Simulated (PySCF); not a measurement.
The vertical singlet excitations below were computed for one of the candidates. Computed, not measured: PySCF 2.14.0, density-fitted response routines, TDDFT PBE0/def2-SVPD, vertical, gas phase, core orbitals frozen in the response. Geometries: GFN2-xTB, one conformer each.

| state | ν̃ (cm⁻¹) | f | main configurations (H = HOMO, L = LUMO) |
| --- | --- | --- | --- |
| S1 | 37100 | 0.024 | H→L (96%) |
| S2 | 45630 | 0.0086 | H-1→L (60%), H-2→L (32%) |
| S3 | 47790 | 0.026 | H→L+1 (53%), H→L+2 (18%), H→L+3 (18%) |
| S4 | 48740 | 0.058 | H→L+2 (63%), H→L+1 (24%) |
| S5 | 49740 | 0.131 | H-2→L (40%), H-1→L (19%), H-4→L (18%) |
| S6 | 50830 | 0.0015 | H-3→L (94%) |

Question: Which candidate is it?
A. `CC(=O)/C=C(/Cl)CCl`
B. `C=CO/C=C/C(Cl)Cl`
C. `C/C(=C/CCl)[S@](C)=O`
D. `O=C(Cl)/C(=C\CC)Cl`
E. `COC1=CC=CS1`

Answer: C. Its S1 lies at 4.60 eV; the nearest of the others has S1 at 4.23 eV. S1 is HOMO→LUMO (96%). Löwdin shares by element: HOMO oxygen 44%, sulfur 27%, carbon 15% or more; LUMO carbon 58% or more, chlorine 17% (atoms not listed hold the other 25%). At the same level the other candidates give, for their lowest levels:
- `CC(=O)/C=C(/Cl)CCl`: 3.54 eV (f 0.000); 5.09 eV (f 0.169); 5.20 eV (f 0.095); 5.26 eV (f 0.097); 5.75 eV (f 0.001); T1 3.09 eV; HOMO -7.75, LUMO -2.41 eV
- `COc1cccs1`: 5.21 eV (f 0.001); 5.36 eV (f 0.119); 5.75 eV (f 0.004); 6.09 eV (f 0.020); 6.21 eV (f 0.000); T1 3.58 eV; HOMO -6.11, LUMO -0.06 eV
- `C=CO/C=C/C(Cl)Cl`: 5.59 eV (f 0.696); 5.65 eV (f 0.002); 6.27 eV (f 0.148); 6.35 eV (f 0.019); 6.71 eV (f 0.001); T1 3.84 eV; HOMO -6.91, LUMO -0.70 eV
- `CC/C=C(/Cl)C(=O)Cl`: 4.23 eV (f 0.002); 4.73 eV (f 0.173); 5.13 eV (f 0.003); 5.90 eV (f 0.048); 6.09 eV (f 0.006); T1 3.07 eV; HOMO -7.88, LUMO -2.49 eV

Shape of the structure used: `[CH3:1]/[C:2](=[CH:3]/[CH2:4][Cl:5])[S@:6]([CH3:7])=[O:8]`: C2–C3–C4–Cl5 95°, C1–C2–S6–C7 88°.
Triplets come from the Tamm–Dancoff approximation.
